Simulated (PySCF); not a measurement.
Isomers of CH8F3NSi3, one GFN2-xTB conformer each. Single-point energies are computed at PBE0/pcSseg-1 (PySCF, gas phase, no added dispersion term), electronic only.

```tsv
SMILES	GFN2-xTB relative energy (kJ/mol)
FC(F)(F)[SiH2]N([SiH3])[SiH3]	0.0
N[Si]([SiH3])([SiH3])C(F)(F)F	217.0
```

Conformers: `[F:1][C:2]([F:3])([F:4])[SiH2:5][N:6]([SiH3:7])[SiH3:8]` with C2–Si5–N6–Si7 5°; `[NH2:1][Si:2]([SiH3:3])([SiH3:4])[C:5]([F:6])([F:7])[F:8]` with H–N1–Si2–Si3 -147° and 68°.

Question: What does PBE0/pcSseg-1 give for the same structures?

Answer: 
```
                       SMILES  PBE0/pcSseg-1 E (Eh)  PBE0/pcSseg-1 (kJ/mol)  GFN2-xTB (kJ/mol)  point group
FC(F)(F)[SiH2]N([SiH3])[SiH3]           -1264.90087                     0.0                0.0           C1
N[Si]([SiH3])([SiH3])C(F)(F)F           -1264.87070                    79.2              217.0           C1
```

Both levels put the same isomer lowest. As drawn, the higher has an N–H bond and an Si–Si bond, which the lower lacks.

Question: Which frontier levels, dipoles and rotational constants go with these structures?

Answer: 
```csv
SMILES,"HOMO (eV, PBE0/pcSseg-1)",LUMO (eV),dipole (D),"A, B, C (MHz)"
FC(F)(F)[SiH2]N([SiH3])[SiH3],-7.85,-0.53,2.69,"2035, 727.6, 603.9"
N[Si]([SiH3])([SiH3])C(F)(F)F,-7.32,-1.22,2.94,"1099, 1029, 749.0"
```
